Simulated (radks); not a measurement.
Neutral cadmium inside a hard spherical wall (all orbitals vanish at R), configuration held at [Kr] 4d10 5s2 and not refilled when levels cross. All-electron calculation, scalar-relativistic Kohn-Sham, PBEsol, spin-polarised, spherical densities, point nucleus. Program: a radial shooting solver on a logarithmic mesh with Libxc functionals. Eigenvalues in eV for spin up, with the zero of energy where the potential of the charges vanishes at infinity; a dash marks a level that is unbound or too diffuse for the functional's potential to be trusted. A positive occupied level is held by the wall or, in an anion where self-interaction has pushed it up, behind a barrier. The pressure on the wall is -dE/dV.

| R (bohr) | E (hartree) | kinetic (hartree) | e(4s) | e(4p) | e(4d) | e(5s) | e(5p, empty) | e(6s, empty) | pressure (GPa) |
|---|---|---|---|---|---|---|---|---|---|
| free | -5592.05086 | 5818.591 | -105.81 | -66.893 | -11.730 | -5.700 | -1.143 | - | 0 |
| 10 | -5592.05068 | 5818.593 | -105.79 | -66.877 | -11.714 | -5.686 | -1.028 | 1.698 | 0.00512 |
| 7 | -5592.04374 | 5818.646 | -105.49 | -66.574 | -11.419 | -5.394 | -0.246 | 6.372 | 0.415 |
| 5 | -5591.96590 | 5819.060 | -103.93 | -65.024 | -9.941 | -3.517 | 3.031 | 20.018 | 10.3 |
| 4 | -5591.72265 | 5820.161 | -101.07 | -62.218 | -7.297 | 0.599 | 9.059 | 40.983 | 68.8 |
| 3 | -5590.47759 | 5825.266 | -92.273 | -53.728 | 0.999 | 15.950 | 29.086 | 99.926 | 711 |
| 2.5 | -5588.06386 | 5834.641 | -81.285 | -43.125 | 12.187 | 39.629 | 57.754 | 173.24 | 2990 |
